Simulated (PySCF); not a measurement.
Species: C4H12BN.
InChI=1S/C4H12BN/c1-6(5)4-2-3-4/h4,6H,2-3H2,1,5H3

Torsions of this conformer, `[BH3-:1][N@@H+:2]([CH3:3])[CH:4]1[CH2:5][CH2:6]1`: B1–N2–C4–C5 157°.

The closed-shell ground state was solved at several levels (PySCF, density fitting, gas phase, non-relativistic). One conformer (not necessarily the lowest) at the PBE0-D3(BJ)/def2-SVP geometry, without solvent, vibrations or thermal averaging.

```
           level  basis functions  total energy (Eh)  HOMO (eV)  LUMO (eV)  gap (eV)  dipole (D)
wB97X-D/pcSseg-1              162          -239.1028      -9.49       2.58     12.07        5.54
   PBE0/pcSseg-1              162          -238.8807      -7.55       0.75      8.30        5.48
     B3LYP/pcJ-1              282          -239.2350      -7.37       0.44      7.81        5.46
```

**Question.** Estimate the row for CAM-B3LYP/def2-SVPD, a basis of 216 functions; the other rows only guide the guess.

**Answer.** Total energy -238.9075 Eh, HOMO -9.04 eV, LUMO 0.92 eV, gap 9.96 eV, dipole 5.29 D.

**Question.** Over all these levels, which gives the widest orbital gap and which the narrowest?

**Answer.** wB97X-D/pcSseg-1 (range-separated hybrid) has the widest, 12.07 eV, and B3LYP/pcJ-1 (global hybrid, 20 % exact exchange) the narrowest, 7.81 eV. Functional and basis both differ between the two, so the spread mixes both effects.

**Question.** How far do the dipole and the HOMO energy spread over the levels?

**Answer.** The dipole runs from 5.29 to 5.54 D (mean 5.44 D) and the HOMO from -9.49 to -7.37 eV.

wB97X-D is run here without its empirical dispersion term; that term would change no orbital, density or response property at a fixed geometry.
